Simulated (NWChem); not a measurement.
System: C₃H₄BNO; SMILES C1C=NB(C=1)O

Input file for NWChem:

```
start job
memory heap 200 mb stack 900 mb global 1100 mb
geometry units angstroms noautoz
  O      0.111213    -2.091188     0.000000
  B      0.050618    -0.753160     0.000000
  C      1.265709     0.270489     0.000000
  C      0.647271     1.462854     0.000000
  C     -0.845765     1.230339     0.000000
  N     -1.229531     0.012068     0.000000
  H     -0.776197    -2.473497     0.000000
  H      2.347158     0.126976     0.000000
  H      1.100588     2.459151     0.000000
  H     -1.557803     2.073232     0.000000
end
basis spherical
  * library 6-31+g*
end
dft
  xc pbe0
  iterations 150
end
tddft
  nroots 8
  notriplet
end
task tddft energy
```

All runs use the structure optimised with PBE0/def2-SVP.

Vertical excitations in the gas phase.

**Question.** Give the results of this calculation. (PBE0/6-31+G* (spherical d), full TDDFT.) Quantities: lowest excitation, singlet (eV); oscillator strength of that lowest state; lowest state with f > 0.02, singlet (eV); oscillator strength of that bright state; orbital gap (eV).

**Answer.** 
```yaml
lowest excitation, singlet (eV): 3.19
oscillator_strength_of_that_lowest_state: 0.001
lowest state with f > 0.02, singlet (eV): 3.84
oscillator_strength_of_that_bright_state: 0.022
orbital gap (eV): 4.98
```
